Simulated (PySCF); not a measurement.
Species: C₃H₁₂BN.
SMILES with atom numbers: `[CH3:1][CH2:2][CH2:3][BH2-:4][NH3+:5]` (hydrogens: H6, H7, H8 on C1; H9, H10 on C2; H11, H12 on C3; H13, H14 on B4; H15, H16, H17 on N5)

Cartesian coordinates in Å at the PBE0-D3(BJ)/def2-SVP level; atoms count from 1:
```xyz
17
C3H12BN angstrom
C      2.4906    0.2875   -0.0182
C      1.0345    0.2561    0.4245
C      0.1353   -0.6486   -0.4160
B     -1.4069   -0.7374    0.0509
N     -2.0689    0.7544   -0.1403
H      3.1060    0.9473    0.6143
H      2.5835    0.6395   -1.0589
H      2.9328   -0.7210    0.0222
H      0.6513    1.2980    0.4173
H      0.9757   -0.0617    1.4805
H      0.5458   -1.6743   -0.3904
H      0.2158   -0.3473   -1.4818
H     -2.1034   -1.4691   -0.6486
H     -1.5498   -0.9745    1.2501
H     -1.5589    1.4513    0.4050
H     -2.0388    1.0454   -1.1187
H     -3.0422    0.7664    0.1631
```

The closed-shell ground state was solved at several levels (PySCF, density fitting, gas phase, non-relativistic).

```json
{"level": "PBE0/6-31G*", "basis functions": "94", "HOMO (eV)": "-7.08", "LUMO (eV)": "1.19", "gap (eV)": "8.27", "dipole (D)": "5.11"}
{"level": "CAM-B3LYP/def2-SVPD", "basis functions": "196", "HOMO (eV)": "-8.83", "LUMO (eV)": "0.45", "gap (eV)": "9.28", "dipole (D)": "4.90"}
{"level": "B3LYP/def2-SVPD", "basis functions": "196", "HOMO (eV)": "-7.22", "LUMO (eV)": "-0.55", "gap (eV)": "6.67", "dipole (D)": "4.86"}
{"level": "HF/def2-SVPD", "basis functions": "196", "HOMO (eV)": "-10.68", "LUMO (eV)": "1.92", "gap (eV)": "12.60", "dipole (D)": "5.01"}
{"level": "wB97X-D/def2-SVPD", "basis functions": "196", "HOMO (eV)": "-9.29", "LUMO (eV)": "1.48", "gap (eV)": "10.77", "dipole (D)": "4.92"}
{"level": "LC-wPBE/def2-SVPD", "basis functions": "196", "HOMO (eV)": "-10.16", "LUMO (eV)": "1.61", "gap (eV)": "11.77", "dipole (D)": "4.95"}
```

**Question.** Estimate the row for LDA/def2-SVPD, a basis of 196 functions; the other rows only guide the guess.

**Answer.** HOMO -6.10 eV, LUMO -1.04 eV, gap 5.06 eV, dipole 4.80 D.

**Question.** Over all these levels, which gives the widest orbital gap and which the narrowest?

**Answer.** HF/def2-SVPD (Hartree–Fock, all exact exchange) has the widest, 12.60 eV, and LDA/def2-SVPD (LDA) the narrowest, 5.06 eV. The two share the basis. From the narrowest to the widest the HOMO moves by -4.58 eV and the LUMO by +2.96 eV.

**Question.** In the def2-SVPD basis, how does the gap go with the fixed share of exact exchange?

**Answer.** LDA (0 %) 5.06 eV; B3LYP (20 %) 6.67 eV; HF (100 %) 12.60 eV. Each rise in the share widens the gap here.

**Question.** How far do the dipole and the HOMO energy spread over the levels?

**Answer.** The dipole runs from 4.80 to 5.11 D (mean 4.93 D) and the HOMO from -10.68 to -6.10 eV.

One conformer stands for the species.
